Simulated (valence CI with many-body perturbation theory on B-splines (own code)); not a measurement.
Tm XXX: E2, M1 decay

Level of theory: relativistic CI+MBPT: four valence electrons over a frozen Dirac-Fock core [Kr], radial functions for each j: 7 s, 7 p, 8 d, 6 f, 4 g, 1 h, with the one-electron correlation potential Σ1 (screened to all orders), the two-electron term Σ2, the three-electron term Σ3, Breit, model QED; selected single and double excitations, second order for the rest, scaled by the run's own slope (own B-spline code, finite nucleus).

The last digits are not significant, and no measured levels were compared; by estimate large intervals hold to a few tenths of a per cent, small ones and those within an open d or f shell to about a per cent. The list stops below the first excitations out of the core.

Lines 1 to 50 of 120 in falling wavelength, among levels below 884240 cm⁻¹, chosen from the decays that carry over 1 % of a level's rate. Wavelengths and rates use the calculated energies. Electric multipoles are in the length gauge, E1 and E2 with the static RPA response of the core. Weak lines are less certain than strong ones. Lines between different terms over intervals too small for the method are left out, as are lines whose strength nearly cancels. The highest levels of a list are the least certain. Branching is blank where the lifetime is uncertain.

Levels are named by their leading jj configuration (3d3/2^4 stands for four electrons in 3d with j = 3/2), which in mixed levels can hold well under half, so a name can repeat and another be missing. Letters in brackets count levels of one name in rising energy.

```csv
λ vac (Å),Upper,Lower,Type,A (s⁻¹),Branch %
33100,(4d3/2^3 4d5/2) J=4,(4d3/2^3 4d5/2) J=2,E2,1.96e-08,
11770,(4d3/2^3 4d5/2) J=3,(4d3/2^3 4d5/2) J=4,M1,7.05e+00,18.5
10390,(4d3/2^2 4d5/2^2) J=6,(4d3/2^2 4d5/2^2) J=5,M1,7.35e+00,90.9
8681,(4d3/2^3 4d5/2) J=3,(4d3/2^3 4d5/2) J=2,M1,3.11e+01,81.4
5943,(4d3/2^2 4d5/2^2) J=2 [b],(4d3/2^2 4d5/2^2) J=1,M1,4.58e+01,1.1
3088,(4d3/2^3 4d5/2) J=2,(4d3/2^3 4d5/2) J=1,M1,9.14e+02,99.5
3027,(4d3/2^2 4d5/2^2) J=1,(4d3/2^2 4d5/2^2) J=0 [a],M1,4.88e+02,2.9
2918,(4d3/2^2 4d5/2^2) J=4 [b],(4d3/2^2 4d5/2^2) J=3 [a],M1,3.37e+02,11.3
2614,(4d3/2^2 4d5/2^2) J=2 [d],(4d3/2^2 4d5/2^2) J=2 [c],M1,3.56e+02,11.1
2552,(4d3/2^2 4d5/2^2) J=4 [b],(4d3/2^2 4d5/2^2) J=4 [a],M1,6.09e+01,2.0
2440,(4d3/2^2 4d5/2^2) J=4 [c],(4d3/2^2 4d5/2^2) J=3 [b],M1,2.32e+02,1.7
2438,(4d3/2 4d5/2^3) J=3 [c],(4d3/2 4d5/2^3) J=2 [a],M1,5.45e+02,
2414,(4d3/2^2 4d5/2^2) J=2 [b],(4d3/2^2 4d5/2^2) J=2 [a],M1,4.57e+02,11.3
2330,(4d3/2 4d5/2^3) J=3 [b],(4d3/2 4d5/2^3) J=3 [a],M1,3.82e+02,
2020,(4d3/2 4d5/2^3) J=1 [b],(4d3/2 4d5/2^3) J=0,M1,7.00e+02,2.3
1839,(4d3/2 4d5/2^3) J=2 [b],(4d3/2 4d5/2^3) J=2 [a],M1,7.47e+02,3.1
1598,(4d3/2^2 4d5/2^2) J=4 [c],(4d3/2^2 4d5/2^2) J=5,M1,4.50e+02,3.3
1598,(4d3/2^2 4d5/2^2) J=4 [a],(4d3/2^3 4d5/2) J=3,M1,1.39e+03,12.4
1591,(4d3/2^2 4d5/2^2) J=0 [b],(4d3/2 4d5/2^3) J=1 [a],M1,1.25e+03,
1520,(4d3/2 4d5/2^3) J=3 [a],(4d3/2^2 4d5/2^2) J=4 [b],M1,1.03e+03,2.8
1507,(4d3/2 4d5/2^3) J=1 [b],(4d3/2 4d5/2^3) J=1 [a],M1,5.33e+02,1.7
1481,(4d3/2^2 4d5/2^2) J=3 [a],(4d3/2^3 4d5/2) J=3,M1,6.77e+03,55.4
1477,(4d3/2 4d5/2^3) J=2 [a],(4d3/2^2 4d5/2^2) J=2 [c],M1,1.78e+03,5.3
1419,(4d3/2 4d5/2^3) J=3 [c],(4d3/2^2 4d5/2^2) J=2 [d],M1,6.41e+02,
1412,(4d3/2 4d5/2^3) J=1 [b],(4d3/2^2 4d5/2^2) J=2 [d],M1,4.61e+03,14.8
1407,(4d3/2^2 4d5/2^2) J=4 [a],(4d3/2^3 4d5/2) J=4,M1,9.80e+03,87.5
1397,(4d3/2^2 4d5/2^2) J=2 [d],(4d3/2^2 4d5/2^2) J=2 [b],M1,8.07e+02,25.2
1387,(4d3/2^3 4d5/2) J=1,(4d3/2^4) J=0,M1,1.06e+04,100.0
1382,(4d3/2 4d5/2^3) J=3 [b],(4d3/2^2 4d5/2^2) J=2 [c],M1,3.28e+02,
1352,(4d3/2^2 4d5/2^2) J=2 [d],(4d3/2^2 4d5/2^2) J=3 [b],M1,4.90e+02,15.3
1338,(4d3/2^2 4d5/2^2) J=2 [c],(4d3/2^2 4d5/2^2) J=2 [a],M1,9.74e+02,3.8
1335,(4d3/2^2 4d5/2^2) J=2 [a],(4d3/2^3 4d5/2) J=2,M1,4.47e+03,19.5
1319,(4d3/2 4d5/2^3) J=3 [c],(4d3/2 4d5/2^3) J=4 [a],M1,2.01e+03,
1318,(4d3/2^2 4d5/2^2) J=4 [c],(4d3/2^2 4d5/2^2) J=3 [a],M1,6.61e+02,4.9
1315,(4d3/2 4d5/2^3) J=1 [a],(4d3/2^2 4d5/2^2) J=2 [b],M1,1.98e+03,4.0
1265,(4d3/2^2 4d5/2^2) J=3 [a],(4d3/2^3 4d5/2) J=2,M1,5.44e+03,44.5
1261,(4d3/2 4d5/2^3) J=2 [b],(4d3/2 4d5/2^3) J=1 [a],M1,9.11e+02,3.7
1240,(4d3/2 4d5/2^3) J=5,(4d3/2^2 4d5/2^2) J=4 [b],M1,5.95e+03,34.5
1238,(4d3/2^2 4d5/2^2) J=4 [c],(4d3/2^2 4d5/2^2) J=4 [a],M1,6.74e+03,49.9
1193,(4d3/2 4d5/2^3) J=2 [b],(4d3/2^2 4d5/2^2) J=2 [d],M1,7.31e+02,3.0
1120,(4d3/2^2 4d5/2^2) J=5,(4d3/2^3 4d5/2) J=4,M1,6.45e+03,99.1
1109,(4d3/2 4d5/2^3) J=4 [a],(4d3/2^2 4d5/2^2) J=5,M1,1.18e+03,4.5
1087,(4d3/2 4d5/2^3) J=5,(4d3/2^2 4d5/2^2) J=6,M1,3.41e+03,19.8
1080,(4d3/2 4d5/2^3) J=2 [b],(4d3/2 4d5/2^3) J=3 [a],M1,2.26e+03,9.3
1077,(4d3/2 4d5/2^3) J=1 [a],(4d3/2^2 4d5/2^2) J=1,M1,8.82e+03,17.9
1039,(4d3/2 4d5/2^3) J=6,(4d3/2^2 4d5/2^2) J=6,M1,6.99e+03,44.7
1012,(4d3/2^2 4d5/2^2) J=0 [a],(4d3/2^3 4d5/2) J=1,M1,3.87e+04,100.0
1011,(4d3/2^2 4d5/2^2) J=6,(4d3/2^3 4d5/2) J=4,E2,7.34e-01,9.1
1005,(4d3/2^2 4d5/2^2) J=1,(4d3/2^3 4d5/2) J=2,M1,1.61e+04,95.3
999.5,(4d3/2 4d5/2^3) J=3 [a],(4d3/2^2 4d5/2^2) J=3 [a],M1,1.38e+04,37.5
```
